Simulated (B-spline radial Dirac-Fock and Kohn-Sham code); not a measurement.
**f′ and f″ of La, 1.4869 keV to 59.93 keV**

Level of theory: the dispersion relation over Dirac-Hartree-Slater subshell photoionisation cross sections, with the Kissel-Pratt high-energy constant (isolated atom, no bound-bound lines or fine structure); a radial atomic solver. The forward scattering factor is f₀ + f′ + i f″.

Edges near this range: K 38925.0 eV, L1 6266.0 eV, L2 5891.0 eV, L3 5483.0 eV, M1 1362.0 eV, M2 1209.0 eV, M3 1128.0 eV.

```tsv
hν (eV)	λ (Å)	f′ (e)	f″ (e)	tabulated f′	tabulated f″
1486.9	8.338	-10.915	23.520	-10.76	22.88
2000	6.199	?	?	?	?
2377	5.216	-4.920	12.682	-4.83	12.17
2984.4	4.154	-4.625	9.143	-4.60	8.92
3030	4.092	-4.638	8.942	-4.60	8.72
4000	3.100	-5.556	5.896	-5.56	5.58
4510.9	2.749	-6.534	4.900	-6.55	4.62
4604	2.693	-6.772	4.747	-6.76	4.48
5069	2.446	-8.556	4.083	-8.63	3.86
5414.7	2.290	-12.666	3.678	-13.14	3.52
5558	2.231	-12.613	10.265	-13.19	10.17
6000	2.066	-9.310	12.450	-9.78	12.34
6403.9	1.936	-6.354	12.992	-6.36	12.81
6930.3	1.789	-3.605	11.511	-3.64	11.37
8047.8	1.541	-1.397	9.095	-1.41	9.00
9251.7	1.340	-0.501	7.265	-0.51	7.19
11120	1.115	-0.048	5.368	-0.06	5.27
12000	1.033	0.005	4.727	-0.01	4.62
15000	0.8266	-0.075	3.236	-0.09	3.11
15960	0.7768	-0.137	2.907	-0.15	2.79
17479.3	0.7093	-0.246	2.483	-0.26	2.38
19020	0.6519	-0.362	2.143	-0.37	2.06
21680	0.5719	-0.562	1.702	-0.58	1.65
22162.9	0.5594	-0.598	1.637	-0.61	1.59
24209.8	0.5121	-0.752	1.400	-0.76	1.37
30000	0.4133	-1.221	0.953	-1.23	0.93
33120	0.3743	-1.565	0.797	-1.57	0.77
34010	0.3646	-1.694	0.760	-1.70	0.73
40000	0.3100	-2.685	3.313	-2.79	3.29
56920	0.2178	-0.217	1.854	-0.23	1.84
59930	0.2069	-0.151	1.699	-0.16	1.68
```

Task: What are f′ and f″ at 2000 eV?

Result: f′ = -5.959 and f″ = 16.075 electrons (tables: -5.87 and 15.41). By the optical theorem f″ corresponds to a photoabsorption cross section 2 rₑ λ f″ = 562000 b.

Tabulated f′: xraylib 4.2 anomalous scattering factors (Cullen et al., EPDL97); f″: Chantler's tables (J. Phys. Chem. Ref. Data 1995 and 2000). Both are theoretical tables.

Values without a named source are computed, but for edge energies of neutral atoms, which are taken from tables.
